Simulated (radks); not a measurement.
The numbers below are computed, except where a source is named.
All-electron atom: neutral terbium in [Xe] 4f(up 5, down 4) 6s2 (spins set by hand, not the high-spin state). Level of theory: non-relativistic Kohn-Sham, BLYP, spin-polarised, spherical densities, point nucleus; relativity is left out, which matters for an element this heavy (a radial shooting solver on a logarithmic mesh with Libxc functionals).

Unscreened Slater integrals over Kohn-Sham orbitals (eV). They are taken over the spin-up orbitals.

integral     value
F0(6s,6s)   5.5792
F0(6s,4f)   7.3460
G3(6s,4f)  0.20712
F0(6s,5p)   7.0592
G1(6s,5p)  0.43554
F0(4f,4f)   30.133
F2(4f,4f)   14.011
F4(4f,4f)   8.7333
F6(4f,4f)   6.2672
F0(4f,5p)   18.304
F2(4f,5p)   6.0554
G2(4f,5p)   3.1475
G4(4f,5p)   2.4091
F0(5p,5p)   15.145
F2(5p,5p)   8.1147

Derived for the open shells (J is the average intra-shell exchange parameter used in DFT+U). 4f: F4/F2 = 0.623, F6/F2 = 0.447, J = (286 F2 + 195 F4 + 250 F6)/6435 = 1.131 eV.
